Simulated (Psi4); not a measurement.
A dimer, CH4 ··· CF4 (SMILES C and FC(F)(F)F); the first 5 atoms form monomer A.

```
10

C      0.0000     0.0000     0.0000
H     -0.0390     0.1355     1.0800
H     -0.6809    -0.7989    -0.2905
H     -0.2948     0.9254    -0.4929
H      1.0147    -0.2620    -0.2966
F     -1.0896    -1.8027     6.1651
C     -0.2236    -1.0439     5.5075
F     -0.1367    -1.4592     4.2512
F     -0.6352     0.2165     5.5287
F      0.9669    -1.1302     6.0850
```

Problem. What interaction energy does Psi4 1.11 with SAPT0/jun-cc-pVDZ, frozen core give, and which attractive term is the largest?

Solution. Total -0.08 kcal/mol: electrostatics 0.00, exchange 0.02, induction 0.00, dispersion -0.09. The most attractive term is dispersion.
